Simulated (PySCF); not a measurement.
Compound: C₅H₄O₂.
Geometry (PBE0-D3(BJ)/def2-SVP, Å), atoms numbered from 1 in this order:
```
atom  x, y, z in Å
C1    -1.396   -0.522   -0.357
C2    -0.233    0.356   -0.170
C3     1.094    0.402    0.099
C4     2.239   -0.491    0.382
O5     2.116   -1.688    0.430
C6     0.413    1.644   -0.115
O7     0.384    2.840   -0.193
H8    -1.122   -1.581   -0.261
H9    -1.842   -0.338   -1.347
H10   -2.170   -0.269    0.385
H11    3.220    0.012    0.544
```

Method: PBE0-D3(BJ)/def2-SVP geometry optimisation, gas phase in PySCF.

Masses are those of the commonest isotopes; rigid-rotor values at the optimised geometry. The values belong to one conformer with, in the numbering `[CH3:1][c:2]1[c:3]([CH:4]=[O:5])[c:6]1=[O:7]`, C2–C3–C4–O5 0°.

Give the principal moments of inertia and the rotational constants in cm⁻¹.

Ia = 126.74, Ib = 245.20, Ic = 368.81 u·Å²; 505379 MHz·u·Å²/I gives 3988, 2061 and 1370 MHz, that is A = 0.13301, B = 0.06875, C = 0.04571 cm⁻¹.

What kind of rotor is it?

An asymmetric top: κ = (2 × 2061 − 3988 − 1370)/(3988 − 1370) = -0.47.

Is it planar, by Δ = Ic − Ia − Ib?

Not planar: Δ = Ic − Ia − Ib = -3.13 u·Å². For a rigid frame Δ = −2 Σ m c², so Σ m c² = 1.57 u·Å² lies off the ab plane, practically all of it from hydrogen. The atom farthest from that plane is 0.89 Å away.

Where do the levels up to J = 5 lie, in MHz?

Above 0(0,0):
J = 1: 1(0,1) 3431, 1(1,1) 5358, 1(1,0) 6049
J = 2: 2(0,2) 10139, 2(1,2) 11530, 2(1,1) 13602, 2(2,1) 19381, 2(2,0) 19536
J = 3: 3(0,3) 19859, 3(1,3) 20700, 3(1,2) 24822, 3(2,2) 29675, 3(2,1) 30405, 3(3,1) 41123, 3(3,0) 41145
J = 4: 4(0,4) 32354, 4(1,4) 32789, 4(1,3) 39545, 4(2,3) 43279, 4(2,2) 45235, 4(3,2) 55102, 4(3,1) 55254, 4(4,1) 70785, 4(4,0) 70787
J = 5: 5(0,5) 47528, 5(1,5) 47730, 5(1,4) 57520, 5(2,4) 60093, 5(2,3) 64011, 5(3,3) 72600, 5(3,2) 73170, 5(4,2) 88284, 5(4,1) 88308, 5(5,1) 108415, 5(5,0) 108415
Those of J = 1 are B + C, A + C and A + B.

Which lines would a microwave search look for?

The dipole components are |μa| = 0.98 D, |μb| = 2.12 D, |μc| = 0.00 D; the mirror of this Cs structure is the ab plane, so μc vanishes by symmetry and there are no c-type lines. The squared components, which scale the intensities, stand as 0.21 : 1.00 (a : b). Some lines, for components of 0.1 D or more:

```tsv
type	branch	J(Ka,Kc)	MHz	lower level (cm⁻¹)
a	Q	1(1,0) ← 1(1,1)	691	0.179
a	Q	2(1,1) ← 2(1,2)	2072	0.385
b	Q	1(1,0) ← 1(0,1)	2617	0.114
a	R	1(0,1) ← 0(0,0)	3431	0.000
b	Q	2(1,1) ← 2(0,2)	3463	0.338
b	R	2(0,2) ← 1(1,1)	4781	0.179
b	R	1(1,1) ← 0(0,0)	5358	0.000
b	Q	2(2,0) ← 2(1,1)	5934	0.454
a	R	2(1,2) ← 1(1,1)	6172	0.179
a	R	2(0,2) ← 1(0,1)	6708	0.114
a	R	2(1,1) ← 1(1,0)	7553	0.202
b	Q	2(2,1) ← 2(1,2)	7852	0.385
b	R	2(1,2) ← 1(0,1)	8098	0.114
b	R	2(2,1) ← 1(1,0)	13333	0.202
b	R	2(2,0) ← 1(1,1)	14178	0.179
```

Estimate the classical rotational partition function at 100 K, 200 K and 298.15 K.

Point group Cs, symmetry number σ = 1; q = (√π/σ)·√((kT/h)³/(ABC)), k/h = 20836.6 MHz/K: 50200 at 100 K, 142000 at 200 K, 259000 at 298.15 K.

Whether it is a minimum is left open (no frequencies). Zero-point vibration and centrifugal distortion are left out. A rigid rotor knows nothing of internal rotation, which can split or shift real lines.
